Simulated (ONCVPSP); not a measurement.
Building the ONCV potential for Cd (Z = 48) (PBE, scalar-relativistic).

* Element: cadmium
* Generator: ONCVPSP 4.0.1
* Type: optimised norm-conserving Vanderbilt (ONCV)
* Functional: PBE
* Relativity: scalar-relativistic
* Frozen core: [Ar] 3d10
* Valence charge: 20
* Reference configuration: 4s2 4p6 4d10 5s1 (charge +1)
* Partial waves: 4s+5s: rc 1.65 bohr, ncon 4, nbas 8, qcut 6.4 1/bohr, 3 projectors, debl 3.1 Ha; 4p: rc 1.10 bohr, ncon 3, nbas 6, qcut 8.7 1/bohr, 2 projectors, debl 2 Ha; 4d: rc 1.80 bohr, ncon 3, nbas 8, qcut 7.7 1/bohr, 2 projectors, debl 1.9 Ha
* Local potential: polynomial inside 1.05 bohr (lpopt 5, dvloc0 0 Ha)
* Core correction: Teter function, fcfact 4.25, rcfact 1.2

In the p channel the program set the typed energies aside and used -2.786, 0.250 Ha.

All-electron outer shells of the reference configuration (PBE, scalar-relativistic, ld1.x):

| shell | level (eV) | outermost node (bohr) | outermost maximum (bohr) |
| --- | --- | --- | --- |
| 3d | -402.41 | – | 0.27 |
| 4s | -114.75 | 0.43 | 0.79 |
| 4p | -75.82 | 0.43 | 0.84 |
| 4d | -20.51 | 0.42 | 0.98 |
| 5s | -13.06 | 1.06 | 2.23 |

Calculated quality:

| Property | Result |
| --- | --- |
| Cutoffs needed | 35 Ha and 94 Ha (the cutoffs (Ha) at which the residual kinetic energy of the hardest occupied pseudo-wave falls to 1 and 0.1 mHa per electron) |
| Ghost test | no bound ghost flagged; GHOST(+) flagged for s at 317.4 eV |
| Largest excitation error | -5.8 meV (all-electron minus pseudo) for 4s2 4p6 4d10 5s0, out of 4 test configurations |
| rms error of d²Exc/dni dnj | 5.50 mHa without and 1.26 mHa with the model core |

Generation and tests took about 4.6 s on one core of a shared server CPU.
